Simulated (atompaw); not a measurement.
Reading a pseudo-wave (nitrogen (N))

Columns: radius, all-electron u(r) and pseudo u(r) of the 2p shell (level -7.15 eV) of nitrogen in the configuration [He] 2s1.75 2p3.25; PBEsol, non-relativistic, PAW (atompaw) scheme, atompaw 4.2.0.5.

```tsv
r (bohr)	all-electron	pseudo
0.104	0.0775	0.0057
0.208	0.2252	0.0224
0.312	0.3768	0.0494
0.415	0.5065	0.0850
0.519	0.6100	0.1285
0.623	0.6864	0.1775
0.727	0.7377	0.2299
0.831	0.7675	0.2836
0.935	0.7798	0.3362
1.038	0.7785	0.3852
1.142	0.7669	0.4299
1.246	0.7478	0.4681
1.350	0.7232	0.4987
1.454	0.6949	0.5210
1.558	0.6643	0.5347
1.662	0.6324	0.5400
1.765	0.6002	0.5373
1.869	0.5677	0.5277
1.973	0.5356	0.5120
2.077	0.5043	0.4918
2.181	0.4740	0.4682
2.285	0.4448	0.4427
2.388	0.4171	0.4166
2.492	0.3905	0.3904
2.596	0.3652	0.3652
2.700	0.3412	0.3412
```

Question: How many radial nodes do the two functions have?

Answer: The all-electron 2p function has n − l − 1 = 0; the pseudo-wave has 0.

Question: Where does each function peak?

Answer: Outermost all-electron maximum near 0.94 bohr, pseudo maximum near 1.66 bohr (to the table’s step).

Question: Is the pseudo-wave norm-conserving?

Answer: No, it belongs to a PAW set: the norm inside the radius is not constrained, and the difference is carried by the augmentation charge.
